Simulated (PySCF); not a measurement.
An unknown is described by computed data only.

Formula: C3H6O4Si.

* Triplet: lowest triplet excitation (Tamm–Dancoff): 4.45 eV [TDA CAM-B3LYP/def2-SVPD]
* Dipole: 0.54 D [CAM-B3LYP/def2-SVPD]
* Rotational structure: rotational constants A, B, C: 4.472, 0.857, 0.729 GHz [PBE0-D3(BJ)/def2-SVP]
* Valence photoelectron: vertical ionisation energy: 10.42 eV [ΔSCF CAM-B3LYP/def2-SVPD]
* 1H NMR: chemical shifts (computed TMS as zero) by class: 5.94 (1 H), 4.98 (2 H), 2.10 (3 H) ppm [GIAO KT3/pcSseg-1]
* Polarisability: 75.2 au [CAM-B3LYP/def2-SVPD]
* UV, first state: lowest singlet excitation: 5.11 eV (242 nm, f = 0.003) [TDDFT CAM-B3LYP/def2-SVPD]
* 13C NMR: chemical shifts (computed TMS as zero) by class: 165.3 (1 C), 163.8 (1 C), 20.8 (1 C) ppm [GIAO KT3/pcSseg-1]
* NMR, other nuclei: isotropic shieldings of nuclei other than C and H, by class: -143 (1 O), -115 (1 O), 97 (1 O), 122 (1 O), 412 (1 Si) ppm [GIAO KT3/pcSseg-1]

The electronic properties come from PySCF, for the isolated species, density fitting. Levels stand in brackets. Isolated species at its PBE0-D3(BJ)/def2-SVP geometry (one conformer only). NMR classes are plain means over equivalent atoms (diastereotopic ones count apart unless rotation or inversion swaps them), as if these changed places fast.

Task: Propose a structure and show how it fits.

Result: Numbering: `[CH3:1][C:2](=[O:3])[O:4][SiH2:5][C:6](=[O:7])[OH:8]`. Its formula, C3H6O4Si, gives 2 degrees of unsaturation: 0 rings and 2 π bonds in the structure found. 3 carbons fall into 3 classes; from least to most shielded: carbonyl carbon [C2] (165.3 ppm), carbonyl carbon [C6] (163.8 ppm), methyl carbon next to a carbonyl [C1] (20.8 ppm). Hydrogen classes from least to most shielded: 1 H on an acid hydroxyl oxygen, O8 (5.94 ppm), 2 H on an oxygen-bound silicon, Si5 (4.98 ppm), 3 H on a methyl carbon next to a carbonyl, C1 (2.10 ppm, a mean of values up to 0.6 ppm apart in this geometry). The other shieldings belong to: -143 ppm, acid carbonyl oxygen [O7]; -115 ppm, carbonyl oxygen [O3]; 97 ppm, acid hydroxyl oxygen [O8]; 122 ppm, oxygen singly bound to a carbonyl carbon [O4]; 412 ppm, oxygen-bound silicon [Si5]. The first electron is taken from the HOMO, whose largest Löwdin shares are 0.52 on the acid carbonyl oxygen, 0.13 on a carbonyl carbon, 0.11 on the oxygen-bound silicon and 0.09 on the acid hydroxyl oxygen. By its constants the optimised geometry is an asymmetric top. Structure: `CC(=O)O[SiH2]C(=O)O`. The assignments are read from this structure; whether some other isomer fits the data as well wasn't checked.

Shape of the structure used: `[CH3:1][C:2](=[O:3])[O:4][SiH2:5][C:6](=[O:7])[OH:8]`: C1–C2–O4–Si5 179°, C2–O4–Si5–C6 -179°, O4–Si5–C6–O7 -1°, H–O8–C6–Si5 180°.
